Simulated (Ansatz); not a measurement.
Basis-set extrapolation for CH8N2OSi (`NC(N)(O)[SiH3]`) (PBE0-D4/def2-TZVP geometry, frozen core, the Gaussian-basis code of Ansatz). Multiplicity 1, RHF reference.

|  | def2-TZVPP | def2-QZVPP |
| --- | --- | --- |
| HF | -515.305928 | -515.325834 |
| MP2 correlation | -0.972790 | -1.043824 |
| CCSD(T) correlation | -1.053385 | not run |

Energies in hartree. Use E(X) = E(∞) + A·exp(−7.88·√X) for Hartree–Fock and E(X) = E(∞) + B·X^(−2.97) for correlation, with X = 3 and 4, and add CCSD(T) minus MP2 of the smaller set to the MP2 limit.

**Question.** What is the CCSD(T) energy at the basis-set limit?

**Answer.** HF limit: -515.325834 + (-0.019906) × 0.13774 = -515.32858. MP2 limit: -1.043824 + (-0.071034) × 0.74074 = -1.09644. Higher-order term: -1.053385 − (-0.972790) = -0.08059. Total: -516.50561 hartree, 91.8 kcal/mol below CCSD(T)/def2-TZVPP.
